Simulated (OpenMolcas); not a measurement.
A calculation on Pr4+.

```
Program             : OpenMolcas
Method              : CASSCF
Basis               : ANO-RCC-VTZP [8s7p5d3f2g1h]
Scalar Hamiltonian  : DKH2, point nucleus
Active space        : 1 electron in 7 orbitals (4f)
State averaging     : 2S+1 = 2 odd, 7 roots
Spin-orbit coupling : state interaction with AMFI integrals over the reference wave functions, term energies averaged over their components
```

(1) Which level of the active space comes out lowest?

(2) How high does 4f 2F* 7/2 lie?

Measured values: Martin, Zalubas and Hagan, Atomic Energy Levels: The Rare-Earth Elements, NSRDS-NBS 60 (1978).

## Answers

(1) 4f 2F* 5/2, with 100 % of that term; it is also the measured ground level.

(2) 3184 cm-1 above the lowest level; measured 3027 cm-1 above the ground level, so the calculation is off by +5 %.

With one active electron the reference holds no correlation, so core polarisation is missing. Computed and measured levels are paired by configuration, term and J; levels that our copy of the source lacks, or whose pairing is in doubt (as where it misses far off the trend of its configuration), stay unpaired and out of the deviations. Levels of configurations outside the active space are missing.

* marks odd parity.
